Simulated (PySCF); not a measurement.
Species: BMe2Cl, C2H6BCl.
Structure used (PBE0-D3(BJ)/def2-SVP), in Å, numbered top down from 1:
```xyz
10
C2H6BCl angstrom
B     -0.2596   -0.4652    0.0046
C      1.3016   -0.5318   -0.0341
H      1.6430   -0.5144    1.0189
H      1.7508    0.3498   -0.5167
H      1.7006   -1.4521   -0.4827
C     -1.0661    0.8733    0.0284
H     -1.2049    1.1806   -1.0259
H     -0.5093    1.6897    0.5139
H     -2.0680    0.7860    0.4709
Cl    -1.1634   -1.9925    0.0271
```

Theory: PySCF 2.14.0, density-fitted response routines, TDDFT B3LYP/def2-SVPD, vertical, gas phase, core orbitals frozen in the response.

Ground-to-excited transition dipoles (e·a0, same axes as the geometry; the sign carries no meaning), for the states with f of 0.002 or more among the lowest 9:

```csv
state,E (eV),μx,μy,μz
S2,7.213,0.481,-0.285,0.026
S3,7.320,-0.094,-0.171,0.009
S4,7.413,-0.164,-0.059,-0.104
S5,7.419,0.405,0.716,-0.026
S6,8.275,0.035,-0.014,0.290
S8,8.652,-0.142,-0.234,0.001
S9,8.782,-0.235,0.103,-0.082
```

Question: What oscillator strength does each state have?

Answer: f = (2/3) ΔE |μ|² with ΔE in hartree (27.2114 eV).

```json
{"state": "S2", "|μ|² (au)": "0.314", "|μ| (D)": "1.42", "f": "0.055"}
{"state": "S3", "|μ|² (au)": "0.038", "|μ| (D)": "0.50", "f": "0.007"}
{"state": "S4", "|μ|² (au)": "0.041", "|μ| (D)": "0.52", "f": "0.007"}
{"state": "S5", "|μ|² (au)": "0.677", "|μ| (D)": "2.09", "f": "0.123"}
{"state": "S6", "|μ|² (au)": "0.086", "|μ| (D)": "0.74", "f": "0.017"}
{"state": "S8", "|μ|² (au)": "0.075", "|μ| (D)": "0.69", "f": "0.016"}
{"state": "S9", "|μ|² (au)": "0.072", "|μ| (D)": "0.68", "f": "0.016"}
```

Question: Which bond between heavy atoms lies closest to the direction of the S5 transition dipole?

Answer: B1–Cl10, at 2° from it; next B1–C6 at 61°.

Question: What angle do the transition dipoles of S2 and S5 make?

Answer: |cos θ| = |μa·μb| / (|μa| |μb|) = 0.02, so θ ≈ 89° (taken between 0 and 90°, since the signs are arbitrary).

Question: What peak molar absorption coefficient would the strongest computed level give as a lone Gaussian band 0.4 eV wide at half height?

Answer: ε(max) = 2.175×10⁸ f / FWHM, with the width in cm⁻¹. S5: 2.175×10⁸ × 0.1231 / 3226 ≈ 8300 L mol⁻¹ cm⁻¹.
